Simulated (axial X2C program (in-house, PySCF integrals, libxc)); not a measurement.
RbCl⁺: bond constants with and without spin–orbit coupling

Calculated with an in-house all-electron X2C program for linear molecules (integrals from PySCF). Spin-free means the one-electron spin-free X2C Hamiltonian; two-component (2c) means X2C with spin–orbit coupling and atomic mean-field two-electron Coulomb and Gaunt terms, so the difference of the two also holds small scalar two-electron terms. Basis: Rb dyall-cv3z [12s13p8d4f1g], Cl dyall-av3z [9s8p3d2f] (cores contracted in-house); Gaussian nuclei, density fitting, unrestricted open shells. Masses: Rb 84.912 u, Cl 34.969 u.

Input:
```json
{"zs": [37, 17], "q": 1, "bas": ["dyall-cv3z", "dyall-av3z"], "levels": ["PBE0", "HF", "PBEsol"], "cc": true, "r0": 3.09, "thr": -2.0, "nmax": 90, "npts": 10, "nst": 2, "ntry": 6}
```
```bash
python so2c.py task.json out
```

Keys: zs atomic numbers; q charge; bas basis sets; levels methods; cc coupled cluster on or off; r0 starting distance in Å; thr threshold in hartree for freezing inner shells (an s shell follows its p shell); nmax most natural virtual spinors; npts points on the curve; nst determinants followed; ntry starts of the search. HF also brings MP2.

State, spin-free: M_S = 1/2, Λ = 1 (beyond evenly filled blocks: π+α, π+β, π-α); electrons by block: σα: 13, σβ: 13, π+α: 6, π+β: 6, π-α: 6, π-β: 5, δ+α: 1, δ+β: 1, δ-α: 1, δ-β: 1. Fragments: Rb+ + Cl.

State, 2c: Ω = 3/2 (⟨Sz⟩ = 0.50, ⟨Lz⟩ = 1.00 at PBE0); electrons by block: 1/2: 19, -1/2: 19, 3/2: 7, -3/2: 6, 5/2: 1, -5/2: 1. Fragments: Rb+ + Cl.

| Hamiltonian | level | Re (Å) | ωe (cm⁻¹) | ωexe (cm⁻¹) | De (eV) | D0 (eV) | k (mdyn/Å) | μ (D) |
| --- | --- | --- | --- | --- | --- | --- | --- | --- |
| spin-free | PBE0 | 3.437 | 76.6 | 1.36 | 0.084 | 0.079 | 0.0857 | -3.76 |
| spin-free | HF | 3.609 | 63.6 | 1.34 | n/a | n/a | 0.059 | -4.18 |
| spin-free | MP2 | 3.427 | 80.0 | 1.42 | 0.176 | 0.171 | 0.0934 | n/a |
| spin-free | CCSD | 3.461 | 76.9 | 1.4 | 0.179 | 0.175 | 0.0863 | n/a |
| spin-free | CCSD(T) | 3.448 | 78.3 | 1.41 | 0.164 | 0.159 | 0.0894 | n/a |
| spin-free | PBEsol | 3.365 | 83.0 | 1.44 | 0.131 | 0.126 | 0.1 | -3.55 |
| 2c | PBE0 | 3.437 | 76.7 | 1.36 | 0.117 | 0.112 | 0.0858 | -3.76 |
| 2c | HF | 3.609 | 63.6 | 1.34 | n/a | n/a | 0.0591 | -4.18 |
| 2c | MP2 | 3.427 | 80.0 | 1.42 | 0.177 | 0.172 | 0.0935 | n/a |
| 2c | CCSD | 3.461 | 77.0 | 1.4 | 0.180 | 0.175 | 0.0864 | n/a |
| 2c | CCSD(T) | 3.448 | 78.3 | 1.4 | 0.165 | 0.161 | 0.0895 | n/a |
| 2c | PBEsol | 3.364 | 83.1 | 1.44 | 0.165 | 0.160 | 0.101 | -3.55 |

Correlated methods: 15 electrons correlated (number of frozen shells: Rb 3 s, 2 p, 1 d; Cl 2 s, 1 p), 261 virtual spin orbitals or spinors in MP2, 90 natural virtuals in coupled cluster.

Dipoles are positive if Cl is the positive end and refer to the centre of mass.

Occupations by symmetry block were frozen at the best pattern of an incomplete PBE0 search. Dissociation energies refer to the lowest single-determinant-based atoms at the same level and basis. Density functionals use the spin component along the axis (collinear). CCSD and (T) use frozen natural virtuals with an MP2 correction for the truncation; (T) itself is uncorrected, so its De runs slightly low. In 2c an atomic determinant is not the ground J level, so De misses part of the atomic spin–orbit lowering. This holds for PBE0, PBEsol. Other states lie close and PBE0, whose exact exchange favours high spin, may order them wrongly; the determinant shown need not be the ground state. The nearest other spin-free determinant of the search, M_S = 1/2, Λ = 0, lies 0.13 eV up at the distance of the search. The functionals have no current-density term, which raises determinants with orbital currents, atoms included. The atomic limit has a lower orbital projection than the molecule and lies lower at mean-field level, so De may be about a tenth of an eV too small.

Rough cost a point (2c) on 1 thread(s) of a shared host, integrals apart: PBE0 0.4 s, HF 0.26 s, CCSD(T) 4 s, PBEsol 0.18 s.

The whole task took 98 s on 1 thread of AMD EPYC 9R45 96-Core Processor (Zen 5) (shared host).
